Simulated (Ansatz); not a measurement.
# A small benchmark: atomisation enthalpy at 298 K

8 molecules holding an element past argon; the atomisation enthalpy at 298 K in kJ/mol, computed less measured. Shapes, held fixed at every level: PBE0-D4/def2-TZVP. Thermal terms are harmonic and unscaled (PBE0-D4/def2-TZVP); the spin-orbit lowering of the free atoms is taken from their spectra. Programs: Ansatz 0.2.0. Measured values: Active Thermochemical Tables, CRC Handbook of Chemistry and Physics, NIST-JANAF tables.

Levels: A = BHLYP-D4/def2-TZVPP; B = wB97M-V/def2-TZVPP; C = MP2/def2-SVP; D = CCSD(T)/def2-SVP.

```tsv
molecule	from tabulated heats	A	B	C	D
I2 (iodine)	151	-43	-33	-64	-72
HOI (hypoiodous acid)	635	-86	-21	-96	-116
AsF3 (arsenic trifluoride)	1326	-103	+21	-88	-167
BBr2Cl (dibromo(chloro)borane)	1187	-60	+1	+6	-65
SbBr3 (SMILES [Br][Sb]([Br])[Br])	792	-50	-27	-123	-162
SiHBr3 (SMILES Br[SiH](Br)Br)	1205	+52	+93	+13	-36
C2H3IO (acetyl iodide)	2570	-130	-10	-83	-144
C2H5I (SMILES CCI)	2638	-70	-10	-125	-133
```

(1) Sum up the errors.

Results:

(1) 
| level | kind | mean error | mean absolute error | worst case |
| --- | --- | --- | --- | --- |
| BHLYP-D4/def2-TZVPP | global hybrid | -61.2 | 74.2 | C2H3IO |
| wB97M-V/def2-TZVPP | range-separated hybrid | +1.8 | 27.0 | SiHBr3 |
| MP2/def2-SVP | perturbation theory | -70.0 | 74.8 | C2H5I |
| CCSD(T)/def2-SVP | coupled cluster or CI | -111.9 | 111.9 | AsF3 |

On this set wB97M-V/def2-TZVPP has the smallest mean absolute error and CCSD(T)/def2-SVP the largest. BHLYP-D4/def2-TZVPP is too low in 7 of 8; MP2/def2-SVP is too low in 6 of 8; CCSD(T)/def2-SVP is too low in 8 of 8. The heats of SbBr3 (antimony bromide), C2H3IO (acetyl iodide) come from older tables and can be uncertain by 10 kJ/mol or more. The molecules' own spin-orbit lowering is left out, so errors for iodides read a little too negative. Heats of the atoms come from ATcT where it has them, that of boron, 570 kJ/mol, from recent work. The levels differ in basis as well as in method. With so many references in doubt the order of the levels isn't settled. The tabulated values of AsF3, BBr2Cl, SiHBr3 are in doubt (older tables, estimates, or at odds with other calculations) and kept here. Over the 5 molecules whose values aren't doubted the mean absolute errors are A 75.8; B 20.2; C 98.2; D 125.4. Correlated wave functions converge slowly with the basis. For atoms past krypton def2 sets carry core potentials with scalar relativity. Relativity is left out for As, Br. Outer-core shells of As, Br, I, Sb are correlated, in sets that cover them unevenly. The set is small.
